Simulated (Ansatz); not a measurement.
## Nudged elastic band run: CH7AsSeSi

The input (input.yaml):

```yaml
crystal:
  periodic: [false, false, false]
  atoms:
    - { symbol: C, position_ang: [-1.24153, 1.162772, -0.572104] }
    - { symbol: As, position_ang: [-0.956425, 0.313106, 1.186873] }
    - { symbol: Si, position_ang: [1.281162, -0.3689, 0.823229] }
    - { symbol: Se, position_ang: [1.72454, -1.233568, -1.255921] }
    - { symbol: H, position_ang: [-0.805202, 0.578667, -1.394281] }
    - { symbol: H, position_ang: [-0.782922, 2.161801, -0.55158] }
    - { symbol: H, position_ang: [-2.322818, 1.280639, -0.729872] }
    - { symbol: H, position_ang: [-1.478115, -1.069043, 0.795758] }
    - { symbol: H, position_ang: [1.665546, -1.33973, 1.892594] }
    - { symbol: H, position_ang: [2.18081, 0.82162, 0.898441] }
    - { symbol: H, position_ang: [0.800352, -2.364465, -1.072636] }
basis:
  gaussian: { orbitals: def2-SVP }
hamiltonian:
  xc: pbe0
  dispersion: d4
neb:
  order_check: false
  images: 7
  f_tol: 0.05
  max_iterations: 43
  final_atoms:
    - { symbol: C, position_ang: [-1.29430023, 1.22614708, -0.54164998] }
    - { symbol: As, position_ang: [-0.98799323, 0.44759089, 1.24973217] }
    - { symbol: Si, position_ang: [1.1091499, -0.54331333, 0.79301809] }
    - { symbol: Se, position_ang: [0.96336722, -1.81903066, -1.11013979] }
    - { symbol: H, position_ang: [-1.02704813, 0.54532333, -1.3605756] }
    - { symbol: H, position_ang: [-0.6930272, 2.14265012, -0.62277437] }
    - { symbol: H, position_ang: [-2.35589959, 1.49972871, -0.61969579] }
    - { symbol: H, position_ang: [-1.71914045, -0.86937912, 0.99716776] }
    - { symbol: H, position_ang: [1.52257263, -1.3647867, 1.97124633] }
    - { symbol: H, position_ang: [2.12832471, 0.5320749, 0.58951666] }
    - { symbol: H, position_ang: [2.41939237, -1.85410622, -1.32534448] }
  initial_path:
    images:
      - { positions_ang: [[-1.24153, 1.162772, -0.572104], [-0.956425, 0.313106, 1.186873], [1.281162, -0.3689, 0.823229], [1.72454, -1.233568, -1.255921], [-0.805202, 0.578667, -1.394281], [-0.782922, 2.161801, -0.55158], [-2.322818, 1.280639, -0.729872], [-1.478115, -1.069043, 0.795758], [1.665546, -1.33973, 1.892594], [2.18081, 0.82162, 0.898441], [0.800352, -2.364465, -1.072636]] }
      - { positions_ang: [[-1.23589733, 1.18652936, -0.53904189], [-0.98389898, 0.28263317, 1.18131956], [1.2355889, -0.37258165, 0.77993316], [1.61742719, -1.28916721, -1.28148645], [-0.85309865, 0.6132419, -1.38875209], [-0.73827765, 2.17434931, -0.50694852], [-2.31506191, 1.37030094, -0.67989788], [-1.50997241, -1.06658217, 0.7088202], [1.66193539, -1.32276853, 1.85630838], [2.12698109, 0.82278117, 0.8333142], [1.05967237, -2.45583729, -0.94306766]] }
      - { positions_ang: [[-1.23026465, 1.21028672, -0.50597979], [-1.01137296, 0.25216034, 1.17576613], [1.19001581, -0.37626329, 0.73663731], [1.51031438, -1.34476642, -1.3070519], [-0.90099531, 0.64781679, -1.38322318], [-0.6936333, 2.18689762, -0.46231705], [-2.30730583, 1.45996288, -0.62992375], [-1.54182983, -1.06412134, 0.6218824], [1.65832477, -1.30580706, 1.82002276], [2.07315219, 0.82394234, 0.7681874], [1.31899274, -2.54720959, -0.81349933]] }
      - { positions_ang: [[-1.22463198, 1.23404409, -0.47291768], [-1.03884694, 0.22168751, 1.17021269], [1.14444271, -0.37994494, 0.69334147], [1.40320156, -1.40036562, -1.33261735], [-0.94889196, 0.68239169, -1.37769428], [-0.64898896, 2.19944592, -0.41768557], [-2.29954974, 1.54962482, -0.57994963], [-1.57368724, -1.06166051, 0.5349446], [1.65471416, -1.28884559, 1.78373714], [2.01932328, 0.82510352, 0.7030606], [1.57831311, -2.63858188, -0.68393099]] }
      - { positions_ang: [[-1.21899931, 1.25780145, -0.43985558], [-1.06632091, 0.19121468, 1.16465925], [1.09886961, -0.38362659, 0.65004563], [1.29608875, -1.45596483, -1.3581828], [-0.99678861, 0.71696658, -1.37216537], [-0.60434461, 2.21199423, -0.37305409], [-2.29179365, 1.63928676, -0.52997551], [-1.60554465, -1.05919968, 0.4480068], [1.65110354, -1.27188412, 1.74745152], [1.96549437, 0.82626469, 0.6379338], [1.83763348, -2.72995417, -0.55436266]] }
      - { positions_ang: [[-1.23782454, 1.24988786, -0.46530418], [-1.04673899, 0.25530873, 1.18592748], [1.10143968, -0.42354827, 0.68578874], [1.21290837, -1.54673129, -1.29617205], [-1.00435349, 0.67405577, -1.36926793], [-0.62651526, 2.1946582, -0.43548416], [-2.30782014, 1.60439725, -0.55240558], [-1.6339436, -1.01174454, 0.58529704], [1.61897081, -1.29510977, 1.80340022], [2.00620196, 0.75271724, 0.62582952], [1.9830732, -2.51099218, -0.74710811]] }
      - { positions_ang: [[-1.25664977, 1.24197427, -0.49075278], [-1.02715707, 0.31940279, 1.20719571], [1.10400976, -0.46346996, 0.72153186], [1.12972799, -1.63749775, -1.2341613], [-1.01191837, 0.63114496, -1.36637048], [-0.64868591, 2.17732218, -0.49791423], [-2.32384662, 1.56950774, -0.57483565], [-1.66234255, -0.9642894, 0.72258728], [1.58683809, -1.31833541, 1.85934893], [2.04690954, 0.67916979, 0.61372523], [2.12851292, -2.2920302, -0.93985357]] }
      - { positions_ang: [[-1.275475, 1.23406067, -0.51620138], [-1.00757515, 0.38349684, 1.22846394], [1.10657983, -0.50339165, 0.75727498], [1.0465476, -1.7282642, -1.17215055], [-1.01948325, 0.58823414, -1.36347304], [-0.67085656, 2.15998615, -0.5603443], [-2.33987311, 1.53461822, -0.59726572], [-1.6907415, -0.91683426, 0.85987752], [1.55470536, -1.34156106, 1.91529763], [2.08761713, 0.60562235, 0.60162094], [2.27395264, -2.07306821, -1.13259903]] }
      - { positions_ang: [[-1.29430023, 1.22614708, -0.54164998], [-0.98799323, 0.44759089, 1.24973217], [1.1091499, -0.54331333, 0.79301809], [0.96336722, -1.81903066, -1.11013979], [-1.02704813, 0.54532333, -1.3605756], [-0.6930272, 2.14265012, -0.62277437], [-2.35589959, 1.49972871, -0.61969579], [-1.71914045, -0.86937912, 0.99716776], [1.52257263, -1.3647867, 1.97124633], [2.12832471, 0.5320749, 0.58951666], [2.41939237, -1.85410622, -1.32534448]] }
```

Run as:

```bash
$ ansatz run input.yaml --threads 2 --pin off --max-ram 3072MiB --backend cpu --events-out ev --progress --plain --runs-dir out
```

Output, in part (warnings, iteration lines, the closing report on the highest movable image, with atoms numbered from 0):

```
NEB end point (image 0): max|allowed force component| = 1.314e-2 eV/Å (the criterion of neb.relax_end_points is 1.000e-2)
NEB end point (image 8): max|allowed force component| = 3.360e-3 eV/Å (the criterion of neb.relax_end_points is 1.000e-2)
NEB iter   1: max|band force component| = 8.264e0 eV/Å  barrier→ = 1.0965 eV  barrier← = 1.0531 eV  Δτ_max = 0.1964 Å  (221 SCF iters)
NEB iter   2: max|band force component| = 2.172e0 eV/Å  barrier→ = 0.1885 eV  barrier← = 0.1451 eV  Δτ_max = 0.1350 Å  (196 SCF iters)
NEB iter   3: max|band force component| = 6.848e-1 eV/Å  barrier→ = 0.1045 eV  barrier← = 0.0611 eV  Δτ_max = 0.0697 Å  (173 SCF iters)
NEB iter   4: max|band force component| = 1.300e-1 eV/Å  barrier→ = 0.0855 eV  barrier← = 0.0421 eV  CI = image 4  Δτ_max = 0.0288 Å  (173 SCF iters)
NEB iter   5: max|band force component| = 5.137e-2 eV/Å  barrier→ = 0.0852 eV  barrier← = 0.0417 eV  CI = image 4  Δτ_max = 0.0257 Å  (168 SCF iters)
NEB iter   6: max|band force component| = 4.851e-2 eV/Å  barrier→ = 0.0842 eV  barrier← = 0.0408 eV  CI = image 4  Δτ_max = 0.0835 Å  (159 SCF iters)
NEB iter   7: max|band force component| = 2.948e-1 eV/Å  barrier→ = 0.0825 eV  barrier← = 0.0391 eV  CI = image 4  Δτ_max = 0.0418 Å  (25 SCF iters)
NEB iter   8: max|band force component| = 1.236e-1 eV/Å  barrier→ = 0.0808 eV  barrier← = 0.0374 eV  CI = image 4  Δτ_max = 0.0836 Å  (167 SCF iters)
NEB iter   9: max|band force component| = 9.025e-2 eV/Å  barrier→ = 0.0794 eV  barrier← = 0.0360 eV  CI = image 4  Δτ_max = 0.0512 Å  (170 SCF iters)
NEB iter  10: max|band force component| = 1.478e-1 eV/Å  barrier→ = 0.0780 eV  barrier← = 0.0346 eV  CI = image 4  Δτ_max = 0.0256 Å  (166 SCF iters)
NEB iter  11: max|band force component| = 7.934e-2 eV/Å  barrier→ = 0.0775 eV  barrier← = 0.0340 eV  CI = image 4  Δτ_max = 0.0256 Å  (169 SCF iters)
NEB iter  12: max|band force component| = 4.559e-2 eV/Å  barrier→ = 0.0769 eV  barrier← = 0.0335 eV  CI = image 4  Δτ_max = 0.0256 Å  (169 SCF iters)
NEB iter  13: max|band force component| = 4.559e-2 eV/Å  barrier→ = 0.0765 eV  barrier← = 0.0331 eV  CI = image 4  Δτ_max = 0.0000 Å  (207 SCF iters)
Total energy: -135182.30186638 eV, -4967.8579637343 hartree
Atom 0 at    -1.285010     1.269335    -0.554202 Å, force    -0.001119    -0.005472    -0.005311 eV/Å
Atom 1 at    -1.018221     0.400374     1.203794 Å, force    -0.002886     0.014949     0.001217 eV/Å
Atom 2 at     1.145559    -0.439104     0.752922 Å, force    -0.004735    -0.009364    -0.011595 eV/Å
Atom 3 at     1.297147    -1.360157    -1.353742 Å, force     0.006756    -0.002993     0.003865 eV/Å
Atom 4 at    -1.045237     0.607058    -1.397952 Å, force     0.002547    -0.001592     0.003432 eV/Å
Atom 5 at    -0.656516     2.169867    -0.602128 Å, force     0.001731     0.000309     0.000518 eV/Å
Atom 6 at    -2.336906     1.578184    -0.631197 Å, force    -0.002105    -0.000707     0.005296 eV/Å
Atom 7 at    -1.664336    -0.929805     0.826381 Å, force     0.007434     0.000072     0.000892 eV/Å
Atom 8 at     1.503270    -1.497512     1.744170 Å, force    -0.001390    -0.000076     0.000916 eV/Å
Atom 9 at     2.116280     0.690458     0.887836 Å, force    -0.004069     0.002726     0.006194 eV/Å
Atom 10 at     2.009369    -2.545798    -0.855380 Å, force    -0.002165     0.002148    -0.005422 eV/Å
Dipole moment:    -0.032062    -0.010554     0.007183 e Å
```

It converged. The band force fell under the threshold earlier too, but the program's further tests of the path sent the band on. A vibrational analysis at the climbing image gives one clearly imaginary mode, 139i cm⁻¹: a first-order saddle point.

Final band (atoms are numbered from 1 in the order of the input):

| image | path coordinate (Å) | energy (eV) | dihedral H9–Si3–Se4–H11 (°) |
| --- | --- | --- | --- |
| 0 | 0.00 | 0.000 | 61 |
| 1 | 0.41 | 0.008 | 50 |
| 2 | 0.81 | 0.032 | 32 |
| 3 | 1.22 | 0.063 | 10 |
| 4 | 1.64 | 0.077 | -13 |
| 5 | 1.96 | 0.071 | -30 |
| 6 | 2.28 | 0.058 | -47 |
| 7 | 2.59 | 0.047 | -63 |
| 8 | 2.91 | 0.043 | -78 |

Time of the run: 7.3 min on 2 threads of Arm Neoverse V1, on a shared host, peak memory 0.38 GiB.
